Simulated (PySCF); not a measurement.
**Electric field gradients and quadrupole coupling constants**

Compound: C6H14NP.
Cartesian coordinates in Å at the GFN2-xTB level; atoms count from 1:
```xyz
22
C6H14NP angstrom
C      2.1724    1.6811   -0.4037
C      1.3053    0.7480   -0.7558
P      0.6327   -0.3661    0.5382
C      1.0823   -2.0279   -0.0532
N      1.1913   -0.2657    1.9863
C     -1.2192   -0.2427    0.2748
C     -1.6935   -0.5442   -1.1394
C     -1.6650    1.1417    0.7296
H      2.6224    2.3681   -1.1031
H      2.4672    1.7756    0.6309
H      0.9957    0.6154   -1.7832
H      1.0313   -2.1112   -1.1363
H      2.0998   -2.2037    0.2895
H      0.4211   -2.7547    0.4152
H      0.9626    0.5818    2.4859
H     -1.6266   -0.9939    0.9668
H     -1.3370   -1.5146   -1.4764
H     -1.3489    0.2184   -1.8340
H     -2.7827   -0.5545   -1.1666
H     -2.7481    1.2396    0.6705
H     -1.3612    1.3187    1.7606
H     -1.2125    1.9100    0.1025
```

Field gradients from the PBE0/pcSseg-1 density (PySCF, non-relativistic), principal values in atomic units, ordered |Vxx| ≤ |Vyy| ≤ |Vzz|:

```
atom      Vxx      Vyy     Vzz
  N5  -0.0700  -0.5683  0.6383
```

**Question.** Find the asymmetry η = (Vxx − Vyy)/Vzz and the couplings χ = eQV/h (234.96 MHz × Q in barn × V in au), with Q(14N) = 0.02044 b.

**Answer.** 
```csv
atom,environment,nucleus,η,χzz (MHz),χxx (MHz),χyy (MHz)
N5,nitrogen bonded to P and H,14N,0.78,3.065,-0.336,-2.729
```

The tensor is traceless: Vxx + Vyy + Vzz = 0.

**Question.** What is Vzz at N5 in SI units (1 au = 9.71736 × 10²¹ V/m²)?

**Answer.** 0.6383 au = 6.202 × 10²¹ V/m².

**Question.** And the gradient at the other heavy atoms, for which no coupling is worked out here?

**Answer.** 
```
atom                     environment  Vzz (au)     η
  C1            terminal =CH2 carbon     0.411  0.28
  C2                alkene CH carbon     0.299  0.61
  P3  phosphorus bonded to 3 C and N    -0.495  0.23
  C4  sp3 carbon bound to phosphorus     0.057  0.59
  C6  sp3 carbon bound to phosphorus    -0.041  0.92
  C7                   methyl carbon     0.067  0.03
  C8                   methyl carbon     0.073  0.17
```

**Question.** What couplings would deuterons (Q(2H) = 0.00286 b) have in place of the hydrogens, at this geometry?

**Answer.** 
| atom | bonded to | bond length (Å) | Vzz (au) | η | χzz (kHz) |
| --- | --- | --- | --- | --- | --- |
| H9 | C1 | 1.079 | 0.3327 | 0.02 | 224 |
| H10 | C1 | 1.080 | 0.3237 | 0.04 | 218 |
| H11 | C2 | 1.081 | 0.3305 | 0.04 | 222 |
| H12 | C4 | 1.088 | 0.3174 | 0.01 | 213 |
| H13 | C4 | 1.088 | 0.3139 | 0.01 | 211 |
| H14 | C4 | 1.088 | 0.3153 | 0.02 | 212 |
| H15 | N5 | 1.010 | 0.4373 | 0.07 | 294 |
| H16 | C6 | 1.100 | 0.2895 | 0.00 | 195 |
| H17 | C7 | 1.087 | 0.3154 | 0.02 | 212 |
| H18 | C7 | 1.088 | 0.3146 | 0.02 | 211 |
| H19 | C7 | 1.090 | 0.3116 | 0.02 | 209 |
| H20 | C8 | 1.089 | 0.3135 | 0.02 | 211 |
| H21 | C8 | 1.089 | 0.3106 | 0.02 | 209 |
| H22 | C8 | 1.090 | 0.3075 | 0.03 | 207 |

Isolated species at its GFN2-xTB geometry (one conformer only). GFN2-xTB bond lengths can be off by several hundredths of an ångström, more for odd bonds, and the gradients follow them. These gradients aren't converged with respect to the basis.
